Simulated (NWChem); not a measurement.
GeH3, doublet; SMILES [GeH3]

```xyz
4

Ge     0.0000     0.0000    -0.0910
H     -0.5093    -1.3769    -0.5625
H     -0.9378     1.1295    -0.5625
H      1.4471     0.2474    -0.5625
```
Atoms are numbered in this order, from 1.

In the optimisation the excess spin sits in a (C3, its own frame). Geometry: optimised at PBE0/def2-SVP, spin-unrestricted. No stability test was run on the SCF state.

Q: List the 4 lowest vertical excitations from B3LYP/6-31G* (spherical d), spin-unrestricted, TDA (NWChem).

A: 
```csv
state,energy (eV),oscillator strength,<S²>
state 1,4.83,0.003,0.77
state 2,4.83,0.003,0.77
state 3,6.08,0.016,0.77
state 4,6.18,0.038,0.76
```
